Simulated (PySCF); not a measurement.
# A ladder of Hamiltonians for Ru³²⁺ (ruthenium, charge +32)

Occupied: 1s1/2, 2s1/2, 2p1/2, 2p3/2, 3s1/2. Hartree-Fock calculated with PySCF 2.14 in an even-tempered Gaussian basis (17 s from 2.4 bohr⁻², ratio 2.7; 13 p from 2.9 bohr⁻², ratio 2.7), Gaussian nucleus throughout. NR is non-relativistic, sf-X2C the spin-free one-electron X2C Hamiltonian, X2C adds the bare one-electron spin-orbit term, X2C-SNSO screens it by Boettger's factors, DC is four-component Dirac-Coulomb, and the Gaunt and Breit terms are added at first order (total energies over the DC spinors, levels after relaxing the spinors in that mean field). QED terms are absent. Levels marked empty are virtual spinors of this ion; the basis has s and p functions only, so 3d, which can lie below the n = 4 levels, is absent.

```json
{"Hamiltonian": "NR", "E (hartree)": "-3643.3230", "E − E(DC) (hartree)": "84.2597", "CPU seconds": "0.28"}
{"Hamiltonian": "sf-X2C", "E (hartree)": "-3726.1185", "E − E(DC) (hartree)": "1.4641", "CPU seconds": "0.14"}
{"Hamiltonian": "X2C", "E (hartree)": "-3726.7170", "E − E(DC) (hartree)": "0.8656", "CPU seconds": "0.18"}
{"Hamiltonian": "X2C-SNSO", "E (hartree)": "-3726.6626", "E − E(DC) (hartree)": "0.9200", "CPU seconds": "0.19"}
{"Hamiltonian": "DC", "E (hartree)": "-3727.5826", "E − E(DC) (hartree)": "0.0000", "CPU seconds": "10"}
{"Hamiltonian": "DC+Gaunt", "E (hartree)": "-3724.8713", "E − E(DC) (hartree)": "2.7113", "CPU seconds": "19"}
{"Hamiltonian": "DC+Breit", "E (hartree)": "-3725.1093", "E − E(DC) (hartree)": "2.4733", "CPU seconds": "68"}
```

```json
{"level (eV)": "1s1/2", "NR": "-23417.4", "sf-X2C": "-24019.8", "X2C": "-24018.7", "X2C-SNSO": "-24018.8", "DC": "-24035.6", "DC+Gaunt": "-23991.6", "DC+Breit": "-23994.4"}
{"level (eV)": "2s1/2", "NR": "-4800.2", "sf-X2C": "-4958.9", "X2C": "-4958.6", "X2C-SNSO": "-4958.6", "DC": "-4960.5", "DC+Gaunt": "-4956.3", "DC+Breit": "-4956.6"}
{"level (eV)": "2p1/2", "NR": "-4574.5", "sf-X2C": "-4623.3", "X2C": "-4721.7", "X2C-SNSO": "-4716.9", "DC": "-4717.6", "DC+Gaunt": "-4710.3", "DC+Breit": "-4711.1"}
{"level (eV)": "2p3/2", "NR": "-4574.5", "sf-X2C": "-4623.3", "X2C": "-4577.8", "X2C-SNSO": "-4579.8", "DC": "-4581.2", "DC+Gaunt": "-4576.0", "DC+Breit": "-4576.8"}
{"level (eV)": "3s1/2", "NR": "-1895.0", "sf-X2C": "-1941.4", "X2C": "-1941.4", "X2C-SNSO": "-1941.4", "DC": "-1941.8", "DC+Gaunt": "-1940.8", "DC+Breit": "-1940.9"}
{"level (eV)": "3p1/2 (empty)", "NR": "-1769.5", "sf-X2C": "-1787.7", "X2C": "-1811.0", "X2C-SNSO": "-1809.9", "DC": "-1810.0", "DC+Gaunt": "-1808.3", "DC+Breit": "-1808.6"}
{"level (eV)": "3p3/2 (empty)", "NR": "-1769.5", "sf-X2C": "-1787.7", "X2C": "-1776.9", "X2C-SNSO": "-1777.4", "DC": "-1777.6", "DC+Gaunt": "-1776.4", "DC+Breit": "-1776.7"}
{"level (eV)": "4s1/2 (empty)", "NR": "-978.91", "sf-X2C": "-996.54", "X2C": "-996.52", "X2C-SNSO": "-996.53", "DC": "-996.67", "DC+Gaunt": "-996.30", "DC+Breit": "-996.35"}
```

| interval (eV) | X2C | X2C-SNSO | DC | DC+Gaunt | DC+Breit |
| --- | --- | --- | --- | --- | --- |
| 2p3/2 − 2p1/2 | 143.8 | 137.1 | 136.4 | 134.3 | 134.3 |
| 3p3/2 − 3p1/2 | 34.13 | 32.53 | 32.42 | 31.89 | 31.89 |

Weight of the small component: 1s1/2 0.0259, 2s1/2 0.00558, 2p1/2 0.00550, 2p3/2 0.00532, 3s1/2 0.00202, 3p1/2 0.00196, 3p3/2 0.00192, 4s1/2 0.000937.

Koopmans' value for the highest occupied level at DC+Breit: 1940.9 eV, against an ionisation energy of 1949 ± 3 eV (semi-empirical (NIST evaluation); NIST Atomic Spectra Database, ionization energies); the former lacks relaxation, correlation, QED and recoil.

The whole ladder took 100 s of wall time on 1 thread of Intel(R) Xeon(R) Platinum 8375C CPU @ 2.90GHz (shared host), launched as `OMP_NUM_THREADS=1 python relrun2.py TASK.json OUT` (a driver that calls PySCF for each Hamiltonian).

Dirac-Coulomb iterations, started from the X2C spinors:

```
with_ssss True, with_gaunt False, with_breit False
light speed = 137.03599967994
init E= -3719.66259735032
cycle= 1 E= -3727.58241638976  delta_E= -7.92  |g|= 0.704  |ddm|= 0.0745
cycle= 2 E= -3727.58261343591  delta_E= -0.000197  |g|= 0.0107  |ddm|= 0.00723
cycle= 3 E= -3727.58261386356  delta_E= -4.28e-07  |g|= 0.000523  |ddm|= 0.000506
cycle= 4 E= -3727.58261386465  delta_E= -1.08e-09  |g|= 2.19e-06  |ddm|= 2.02e-05
```
